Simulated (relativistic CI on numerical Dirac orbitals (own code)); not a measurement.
V²⁺ in a cubic cluster: L2,3 absorption with charge transfer

Computed with a charge-transfer multiplet model of a cubic metal-ligand cluster with up to one ligand hole, Slater and spin-orbit integrals from Dirac-Coulomb-Breit ions, Slater integrals scaled by 0.8. The ground state mixes d3 with configurations of k ligand holes L, whose averages lie at kΔ + k(k − 1)U_dd/2; a core hole lowers each added d electron by U_cd. 20 K, Lorentzian 0.4 eV and Gaussian 0.3 eV FWHM.

Atomic integrals in eV (Slater integrals scaled, ζ unscaled), ground: F2dd 7.134, F4dd 4.434, zeta_d 0.019; with the core hole: F2dd 7.850, F4dd 4.885, zeta_d 0.030, zeta_core 4.613, F2cd 4.315, G1cd 3.109, G3cd 1.763.

Cluster parameters (eV): Δ = 7.3, U_dd = 5.8, 10Dq = 0.65, 10Dq(ligand) = 1.4, V(eg) = 1.3, V(t2g) = -0.66, final-state hopping factor = 1.

| Case | n_d | d3 | d4L | S |
| --- | --- | --- | --- | --- |
| U_cd = 5.4 eV | 3.12 | 0.88 | 0.12 | 1.50 |
| U_cd = 6.6 eV | 3.12 | 0.88 | 0.12 | 1.50 |
| U_cd = 7.2 eV | 3.12 | 0.88 | 0.12 | 1.50 |

Weights, n_d and S are thermal averages at 20 K. Photon energies count from the first peak over 30 % of the highest in each spectrum, which can be another peak from case to case. The parameters are a model scan and need not match a compound or its usual spin state. Peaks in eV (height, largest 100):
- U_cd = 5.4 eV: 0.0 (100), 0.7 (94), 2.9 (19), 5.6 (46), 6.3 (54), 7.7 (61)
- U_cd = 6.6 eV: 0.0 (100), 0.7 (93), 2.9 (19), 5.5 (45), 6.2 (53), 7.7 (59)
- U_cd = 7.2 eV: 0.0 (100), 0.7 (92), 2.9 (19), 5.5 (41), 6.3 (53), 7.8 (59)

Curve for U_cd = 5.4 eV (points under 2 left out, the grid thinned):

(E (eV), Intensity): (-3.4, 2.2), (-3.1, 2.7), (-2.7, 3.3), (-2.4, 5.4), (-2.1, 8.5), (-1.7, 11.9), (-1.4, 17.9), (-1.1, 34.3), (-0.7, 46.9), (-0.4, 69.7), (-0.1, 97.7), (0.2, 96.5), (0.6, 93.4), (0.9, 88.4), (1.2, 59.5), (1.6, 40.6), (1.9, 34.6), (2.2, 23.6), (2.6, 18.0), (2.9, 19.2), (3.2, 15.7), (3.6, 9.6), (3.9, 8.3), (4.2, 8.9), (4.6, 16.2), (4.9, 27.8), (5.2, 33.1), (5.6, 45.9), (5.9, 41.7), (6.2, 53.4), (6.6, 43.0), (6.9, 38.1), (7.2, 41.3), (7.6, 59.3), (7.9, 57.7), (8.2, 46.2), (8.5, 29.4), (8.9, 13.7), (9.2, 9.4), (9.5, 7.7), (9.9, 4.7), (10.2, 3.9), (10.5, 3.2), (10.9, 2.5), (11.2, 2.0)

For the case U_cd = 7.2 eV, Δ = 7.3 eV is larger than U_dd = 5.8 eV, the Mott-Hubbard side of the Zaanen-Sawatzky-Allen scheme. With the core hole the configuration with one ligand hole lies at Δ + U_dd − U_cd = 7.7, 6.5, 5.9 eV from the one without, in the order of the table; where this is negative the screened configuration lies lower.

With at most 1 ligand hole the space is cut while the next configuration still counts, so covalency is underestimated, and a final configuration with one more ligand hole, which can lie low, is missing from the spectra.
